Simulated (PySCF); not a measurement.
C₃H₄F₂O. Atoms are numbered in the order given.

```xyz
10

O      1.8282    -0.6106     0.3351
C      0.5935    -0.7829    -0.2642
C     -0.6702    -1.0073     0.6008
C     -0.4498     0.2631    -0.1300
F     -1.2323     0.6072    -1.1655
F     -0.1042     1.3650     0.5808
H      1.8880     0.3044     0.6455
H      0.6326    -1.3312    -1.2128
H     -1.4351    -1.6918     0.2248
H     -0.5237    -0.9834     1.6843
```

The structure is a stationary point at B3LYP-D3(BJ)/def2-SVP. Other conformers were not sampled.

The numbers are results of B3LYP/def2-TZVP (PySCF), not measurements.

Gas-phase values at a fixed geometry.

* **total energy**: -391.74850 hartree
* **highest occupied level**: -7.73 eV
* **lowest empty level**: 0.65 eV
* **orbital gap**: 8.38 eV
* **dipole moment**: 0.90 D
* **quadrupole, principal values (traceless, Buckingham form, about the centre of nuclear charge)**: -8.72, 2.52, 6.19 D·Å
* **mean static polarisability**: 39.4 bohr³ (5.83 Å³)
* **polarisability, principal values**: 37.4, 38.2, 42.4 bohr³
